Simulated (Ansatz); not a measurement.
```yaml
crystal:
  periodic: [false, false, false]
  atoms:
    - {symbol: Mo, position_ang: [-0.195676, -0.203551, 0.281987]}
    - {symbol: Ge, position_ang: [0.851829, 2.381901, -0.478908]}
    - {symbol: Ge, position_ang: [-2.008639, -2.192570, -0.027348]}
    - {symbol: Ge, position_ang: [1.729388, -0.977245, 2.145090]}
    - {symbol: Ge, position_ang: [-1.414985, -0.854060, -2.206787]}
    - {symbol: Ge, position_ang: [-1.494257, 2.103029, 0.937539]}
    - {symbol: Ge, position_ang: [0.844649, 1.525159, 2.124555]}
    - {symbol: Ge, position_ang: [2.726087, 0.660554, 0.435748]}
    - {symbol: Ge, position_ang: [0.203740, -2.753322, 1.110575]}
    - {symbol: Ge, position_ang: [1.038132, 0.130939, -1.966685]}
    - {symbol: Ge, position_ang: [2.090514, -1.742882, -0.418954]}
    - {symbol: Ge, position_ang: [-2.914048, 0.197449, -0.230510]}
    - {symbol: Ge, position_ang: [-1.456725, 1.724599, -1.706301]}
basis:
  gaussian: {orbitals: def2-SVP, fitting: {mean_field: def2-universal-jkfit}}
total_charge: -1
magnetization: {spin_polarized: true, initial_magnetization: 1}
hamiltonian: {xc: {name: HSE06}}
correlation: {method: rpa}
scf: {omitted_lower_state_checks: [starts]}
```

```sh
$ ansatz run in.yaml --threads 2 --pin off --events-out ev --progress --plain --max-ram 22528MiB --backend cuda --devices 0, --max-vram 18GiB
```

Q: Does this run fit into the memory that it is given?

A: No. It has 415 basis functions, and the program plans for 27 GiB where 22 GiB are given.
